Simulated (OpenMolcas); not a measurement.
## C2H6Zn (dimethylzinc): methods side by side

C2H6Zn: 9 atoms, total charge 0, spin state singlet. SMILES: `[CH3][Zn][CH3]`. Geometry: relaxed at PBE0-D4/def2-TZVP.

Each level gives the vertical ionisation energy (to the doublet cation) (eV). The values are calculated.

```json
{"level": "HF/cc-pVDZ", "kind": "Hartree–Fock", "program": "OpenMolcas", "value (eV)": "8.35", "CPU time (all runs)": "52 s"}
{"level": "BLYP/cc-pVDZ", "kind": "GGA", "program": "OpenMolcas", "value (eV)": "8.93", "CPU time (all runs)": "3.1 min"}
{"level": "PBE/cc-pVDZ", "kind": "GGA", "program": "OpenMolcas", "value (eV)": "9.10", "CPU time (all runs)": "2.8 min"}
{"level": "TPSS/cc-pVDZ", "kind": "meta-GGA", "program": "OpenMolcas", "value (eV)": "9.03", "CPU time (all runs)": "3.6 min"}
{"level": "r2SCAN/cc-pVDZ", "kind": "meta-GGA", "program": "OpenMolcas", "value (eV)": "9.13", "CPU time (all runs)": "3.3 min"}
{"level": "BHLYP/cc-pVDZ", "kind": "global hybrid", "program": "OpenMolcas", "value (eV)": "9.15", "CPU time (all runs)": "2.1 min"}
{"level": "M06-2X/cc-pVDZ", "kind": "hybrid meta-GGA", "program": "OpenMolcas", "value (eV)": "9.34", "CPU time (all runs)": "2.9 min"}
{"level": "PBE0/cc-pVDZ", "kind": "global hybrid", "program": "OpenMolcas", "value (eV)": "9.21", "CPU time (all runs)": "2.4 min"}
```

The values span 8.35 to 9.34 eV. Spin contamination of the reference (⟨S²⟩ at least 0.1 too high) touches HF/cc-pVDZ. Times are those of the runs behind each value, whatever else they computed, on shared processors of several kinds: orders of magnitude only.
